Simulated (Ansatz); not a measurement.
BClH₄OSSi (`OB(S)[SiH2]Cl`) at its PBE0-D4/def2-TZVP geometry, where that method's forces vanish. The species carries charge 0 and has multiplicity 1.

```xyz
9

O    -1.6699    0.5685    0.4642
B    -0.5934    0.1675   -0.2631
S    -0.7330    0.0690   -2.0521
Si    1.1886   -0.3298    0.5723
Cl    2.5370   -0.9189   -0.8684
H    -1.5292    0.5971    1.4134
H    -2.0159    0.4739   -2.1166
H     1.7793    0.8210    1.3081
H     1.0364   -1.4483    1.5423
```

Question: What forces (eV/Å) does ωB97M-V/def2-TZVPP give on these atoms in Ansatz 0.2.0? (Best estimate.)

Answer: Ansatz gave: 
```
O1  -0.090  0.038  0.137
B2   0.187 -0.059 -0.011
S3  -0.099  0.024 -0.077
Si4 -0.045  0.041  0.240
Cl5  0.025 -0.014 -0.053
H6  -0.019  0.002 -0.054
H7   0.097 -0.029  0.018
H8  -0.072 -0.134 -0.087
H9   0.015  0.131 -0.114
```
